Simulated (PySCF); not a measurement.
# Deuteron quadrupole couplings in `C=C(CC#N)[SiH2]C([SiH3])[SiH3]`

Compound: C5H13NSi3.
Geometry (GFN2-xTB, Å), atoms numbered from 1 in this order:
```
atom  x, y, z in Å
C1    -1.7731    1.3933   -1.4866
C2    -1.5754    0.2158   -0.9142
C3    -2.6808   -0.4295   -0.1112
C4    -2.2972   -0.5039    1.2735
N5    -1.9727   -0.5476    2.3693
Si6    0.0773   -0.7072   -0.9991
C7     1.1366   -0.3289    0.5306
Si8    1.4098    1.5383    0.7916
Si9    2.7604   -1.3207    0.5119
H10   -2.7074    1.9329   -1.4150
H11   -0.9980    1.8697   -2.0626
H12   -2.8610   -1.4473   -0.4714
H13   -3.6115    0.1426   -0.1821
H14    0.7426   -0.2980   -2.2408
H15   -0.2421   -2.1436   -1.0711
H16    0.5731   -0.6745    1.4023
H17    2.1222    2.0938   -0.3636
H18    0.1247    2.2293    0.9285
H19    2.2046    1.7659    2.0002
H20    2.4688   -2.7526    0.3880
H21    3.5809   -0.9111   -0.6306
H22    3.5077   -1.0970    1.7514
```

Level: PBE0/pcSseg-1 (PySCF, non-relativistic); Q(2H) = 0.00286 b; rigid geometry, the same for H and D, with no vibrational averaging.

Question: Rank these positions by the coupling χzz of a deuteron there, largest first.
A. H16 (methine hydrogen)
B. H10 (vinylic hydrogen)
C. H19 (Si–H hydrogen)
D. H15 (Si–H hydrogen)
E. H12 (methylene hydrogen)
F. H11 (vinylic hydrogen)

Answer: F (224 kHz), B (219 kHz), A (207 kHz), E (198 kHz), C (109 kHz), D (104 kHz).

Q: Tabulate Vzz, the asymmetry η and χzz = 234.96 MHz × Q × Vzz for every hydrogen position.

A: 
```tsv
atom	bonded to	bond length (Å)	Vzz (au)	η	χzz (kHz)
H10	C1	1.081	0.3266	0.05	219
H11	C1	1.077	0.3338	0.05	224
H12	C3	1.095	0.2940	0.02	198
H13	C3	1.095	0.2941	0.03	198
H14	Si6	1.467	0.1606	0.01	108
H15	Si6	1.473	0.1553	0.03	104
H16	C7	1.094	0.3085	0.01	207
H17	Si8	1.466	0.1613	0.02	108
H18	Si8	1.466	0.1615	0.02	109
H19	Si8	1.464	0.1622	0.02	109
H20	Si9	1.467	0.1605	0.02	108
H21	Si9	1.465	0.1620	0.02	109
H22	Si9	1.465	0.1620	0.02	109
```

Q: Average by the element that carries the hydrogen.

A: on C: 209 kHz over 5 positions, mean bond length 1.088 Å; on Si: 108 kHz over 8 positions, mean bond length 1.467 Å.

Q: How does χzz go with the bond length over the 8 Si–H bonds?

A: A straight-line fit has a slope of -5.2 kHz for each 0.01 Å, with a correlation coefficient of -0.99, over lengths from 1.464 to 1.473 Å. The longer bonds have the smaller couplings here.

Q: A static deuteron (I = 1) shows a doublet split by (3/2)χ, (3/4)χ(1 + η) and (3/4)χ(1 − η) with the field along z, y and x of the gradient. What are these for H15?

A: With |χ| = 104.4 kHz and η = 0.028: 157, 80 and 76 kHz, to first order and without motion.

Isolated species at its GFN2-xTB geometry (one conformer only). GFN2-xTB bond lengths can be off by several hundredths of an ångström, more for odd bonds, and the gradients follow them. With a basis this small, the couplings can be 20 % off.
